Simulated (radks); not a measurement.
The numbers below are computed, except where a source is named.
Sc4+, configuration [Ne] 3s2 3p5. Code: a radial shooting solver on a logarithmic mesh with Libxc functionals. Model: Dirac Kohn-Sham, LDA (Slater exchange, Perdew-Wang correlation), spin-unpolarised, spherical densities, finite nucleus; open shells fill j = l - 1/2 first; Fermi nuclear charge, rms radius 3.5459 fm.

Normalised radial functions P(r) = r R(r) (large component), r in bohr:

```
   r/bohr * 2p3/2, o 3p3/2 (the largest magnitude, 1.74, reaches the edge; | marks zero, & curves that meet)
 0.006798                             &
 0.008573                             &
  0.01081                             &
  0.01363                             o*
   0.0172                             o*
  0.02186                             |o*
  0.02757                             |o *
  0.03477                             |o  *
  0.04384                             | o  *
  0.05529                             |  o    *
  0.06973                             |   o      *
  0.08794                             |    o        *
   0.1109                             |      o          *
   0.1399                             |       o             *
   0.1778                             |       o                 *
   0.2242                             |       o                  *
   0.2828                             |     o                   *
   0.3566                             | o                    *
   0.4497                          o  |                *
   0.5672                    o        |          *
   0.7153               o             |     *
    0.902             o               |  *
    1.138              o              |*
    1.446                  o          *
    1.824                      o      *
      2.3                          o  *
      2.9                            o*
    3.658                             &
```

2p3/2: eigenvalue -442.84 eV, 0 radial nodes, <r> = 0.309 bohr, 90 % of the charge inside 0.508 bohr. 3p3/2: eigenvalue -83.187 eV, 1 radial node at r = 0.392 bohr, <r> = 1.09 bohr, 90 % of the charge inside 1.66 bohr.
